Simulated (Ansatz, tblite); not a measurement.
Bond stretch in In2(mu-Cl)2(Me)4, C4H12Cl2In2, singlet. The In1–C17 bond (In1 also carries C, Cl, Cl; C17 carries H, H, H) is varied alone, starting from the PBE0/def2-SVP, def2 effective core potentials past Kr optimised geometry. Each curve is given relative to its own lowest point near equilibrium.

```tsv
R / Å	A	B	C	D
1.76	41.0	56.7	42.3	41.0
1.88	16.6	23.1	17.2	16.6
2.02	3.4	5.8	3.6	3.4
2.08	1.0	2.5	1.1	1.0
2.14	0.0	0.6	0.0	0.0
2.23	0.5	0.0	0.4	0.5
2.30	2.0	0.7	2.0	2.0
2.44	7.1	4.3	7.2	7.1
2.58	13.7	9.5	14.0	13.7
2.81	25.5	19.7	26.4	25.5
3.11	40.3	33.1	42.1	40.3
3.52	56.8	48.3	57.2	56.7
3.99	70.2	60.6	64.2	66.2
4.46	79.2	68.0	66.8	69.7
5.27	87.6	73.4	68.1	71.5
6.22	91.5	74.8	68.4	72.0
```

Energies in kcal/mol.

### Question
Match the curves with the methods GFN2-xTB, 300 K electronic temperature in tblite; restricted PBE/def2-SVP, def2 effective core potentials past Kr (Ansatz, an electronic-structure program); Ansatz with unrestricted B3LYP/def2-SVP, def2 effective core potentials past Kr; unrestricted PBE/def2-SVP, def2 effective core potentials past Kr (Ansatz).

### Answer
A is RKS-PBE; B is GFN2-xTB; C is UKS-B3LYP; D is UKS-PBE.

The unrestricted determinant behind UKS-B3LYP, UKS-PBE is spin-contaminated at 3.52 to 6.22 Å (<S²> up to 1.0, against 0.00 for a pure singlet). The restricted form behind RKS-PBE keeps the bonding electrons paired and can't separate into open-shell fragments.
